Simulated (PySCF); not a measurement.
Bonds (- single, = double, # triple, : aromatic): C1-C2, C2-C3, C3-O4, O4-C5, C5-C6, C5=O7. C1 carries H8, H9, H10; C2 carries H11, H12; C3 carries H13, H14; C6 carries H15, H16, H17.

Non-relativistic, single conformer, equivalent nuclei averaged, in vacuum. Coordinates at the PBE0-D3(BJ)/def2-SVP level; PBE0/pcSseg-1 with gauge-including orbitals; PySCF 2.14.0 with density-fitted response routines.

Shifts are taken against calculated references (same method and geometry level): ¹³C (σ = 184.41 ppm) against TMS.

**Question.** Do the ¹³C shifts follow the atomic charges (in e)? Tabulate both.

**Answer.** 
```tsv
atoms	hybridisation	δ (ppm)	σ para (ppm)	Hirshfeld	IAO	Mulliken	ESP-fitted
C5	sp2	173.7	-239	+0.21	+0.53	+0.36	+0.97
C3	sp3	67.7	-132	+0.01	-0.05	+0.06	+0.31
C2	sp3	24.4	-88	-0.07	-0.25	-0.28	+0.09
C6	sp3	21.8	-85	-0.12	-0.47	-0.25	-0.72
C1	sp3	11.0	-72	-0.11	-0.41	-0.30	-0.45
```

Correlation coefficients of δ with charge over these carbons: Hirshfeld +0.99, IAO +0.98, Mulliken +0.98, ESP-fitted +0.89; with the paramagnetic shielding -1.00. Among the 4 sp3 carbons alone: Hirshfeld +0.94, IAO +0.90, Mulliken +0.98, ESP-fitted +0.75. With so few points, grouped by hybridisation, these coefficients are fragile. Charge is one influence among several: hybridisation and low-lying excitations act through the paramagnetic term.

Shifts are as computed. Against solution values, carbons near 30 ppm lie about +2 ppm off and those near 130 ppm about +4 ppm. Of 246 compounds with measured shifts, 49 miss one by over three times the rms of a fit or turn the order of signals round; such compounds aren't used in these exercises.
